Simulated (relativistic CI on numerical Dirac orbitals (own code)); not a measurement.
**What each ingredient does to the levels of Ti13+**

Base calculation: Dirac-Coulomb-Breit CI, KLI orbitals optimised for each configuration, model QED, unscaled Slater integrals.

CI space (outside the closed core 1s2): 2s2.2p5, 2s.2p6, 2s2.2p4.3s, 2p6.3s, 2p6.3p, 2s2.2p4.3p, 2p6.3d, 2s2.2p4.3d, 2s.2p5.3s, 2s.2p5.3p, 2s.2p5.3d, 2s2.2p4.4s, 2s2.2p4.4p, 2s2.2p4.4d, 2s2.2p4.4f, 2s2.2p4.5s, 2s2.2p3.3s2, 2s2.2p4.5p, 2s.2p5.4s, 2s2.2p4.5d, 2s2.2p4.5f, 2s2.2p4.5g, 2s2.2p3.3s.3p, 2s.2p5.4p, 2s.2p5.4d, 2s.2p5.4f, 2s2.2p3.3p2, 2s2.2p3.3s.3d, 2s2.2p3.3p.3d, 2s.2p4.3s2, 2s.2p4.3s.3p, 2s2.2p3.3d2, 2s.2p5.5s, 2s.2p5.5p, 2s.2p5.5d, 2s.2p5.5f. Levels of other configurations are missing.

Variants: (1) QED terms removed. Shifts of the energy above 2s2.2p5 2P°_3/2, in eV, for the lowest level and the first level of each name with at least 55 % of one term (blank where a level changes its place among those of its configuration and J or its character, or is not in the variant):

| Level | Base | Δ(1) |
| --- | --- | --- |
| 2s2.2p5 2P°_3/2 | 0.000 | 0.000 |
| 2s2.2p5 2P°_1/2 | 5.842 | -0.015 |
| 2s.2p6 2S_1/2 | 103.591 | +0.213 |
| 2s2.2p4.3s 4P_5/2 | 494.677 | -0.060 |
| 2s2.2p4.3s 4P_3/2 | 497.151 | -0.064 |
| 2s2.2p4.3s 4P_1/2 | 499.729 | -0.071 |
| 2s2.2p4.3s 2P_3/2 | 500.789 | -0.072 |
| 2s2.2p4.3s 2P_1/2 | 503.474 | -0.074 |
| 2s2.2p4.3s 2D_5/2 | 509.611 | -0.072 |
| 2s2.2p4.3s 2D_3/2 | 509.799 | -0.072 |
| 2s2.2p4.3p 4P°_5/2 | 517.955 | -0.010 |
| 2s2.2p4.3p 4P°_3/2 | 518.119 | -0.009 |
| 2s2.2p4.3p 4P°_1/2 | 520.112 | -0.013 |
| 2s2.2p4.3p 4D°_7/2 | 520.941 | -0.012 |
| 2s2.2p4.3p 2D°_5/2 | 521.486 | -0.011 |
| 2s2.2p4.3s 2S_1/2 | 522.268 | -0.069 |
| 2s2.2p4.3p 4D°_3/2 | 524.280 | -0.020 |
| 2s2.2p4.3p 4D°_1/2 | 524.829 | -0.019 |
| 2s2.2p4.3p 2P°_3/2 | 525.788 | -0.019 |
| 2s2.2p4.3p 4S°_3/2 | 527.311 | -0.020 |
| 2s2.2p4.3p 2S°_1/2 | 528.123 | -0.022 |
| 2s2.2p4.3p 2D°_3/2 | 528.330 | -0.024 |

At this charge energies of transitions that change n are usually good to better than 1 %, and those within a shell (Δn = 0) to a few per cent.

Ionisation energy from the two ground configurations alone: base 861.996 eV. The NIST ASD value (semi-empirical) is 864 eV.

LS names give the leading component of a level, which can be under half, so a name can repeat, a term be missing and a line seem to break the LS rules.
